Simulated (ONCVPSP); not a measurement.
# Cutoff test, nitrogen (N), ONCV

| Quantity | Value |
| --- | --- |
| Element | N |
| Generator | ONCVPSP 4.0.1 |
| Type | optimised norm-conserving Vanderbilt (ONCV) |
| Functional | LDA (Perdew-Zunger) |
| Relativity | scalar-relativistic |
| Frozen core | [He] |
| Valence charge | 5 |
| Reference configuration | 2s2 2p3 |
| Partial waves | 2s: rc 1.02 bohr, ncon 4, nbas 7, qcut 9.3 1/bohr, 1 projector; 2p: rc 1.72 bohr, ncon 5, nbas 9, qcut 8.4 1/bohr, 2 projectors, debl 1.6 Ha |
| Local potential | polynomial inside 0.90 bohr (lpopt 5, dvloc0 2 Ha) |
| Core correction | Teter function, fcfact 4.75, rcfact 1.7 |

Q: For each optimised wave give the share of its norm inside rc, the residual kinetic energy above qcut (Ha) and the cutoffs (Ha) for errors of 10, 1, 0.1 and 0.01 mHa per electron.

A:

```tsv
wave	norm inside rc	residual KE	10 mHa	1 mHa	0.1 mHa	0.01 mHa
2s	0.343	2.4e-05	20.7	30.6	38.4	61.5
2p	0.694	1.7e-06	18.0	24.1	28.8	32.7
p projector 2	0.110	7.8e-06	18.1	25.0	30.3	35.1
```

The occupied waves need 31 Ha and 38 Ha for 1 and 0.1 mHa. Its largest configuration-test error is +569 meV.
